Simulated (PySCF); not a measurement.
A structure optimised at PBE-D3(BJ)/def2-SVP, used in a PySCF frequency run:

```
Ga
F 1 1.7648
O 1 1.7863 2 118.38
H 3 0.9773 1 110.13 2 0.00
Br 1 2.2676 2 119.87 4 180.00
```

Task: Write its SMILES, formula and point group.

Result: [OH][Ga]([F])[Br], BrFGaHO, Cs

Task: What are its rotational constants (standard atomic weights)?

Result: 6.0836, 1.5499, 1.2352 GHz
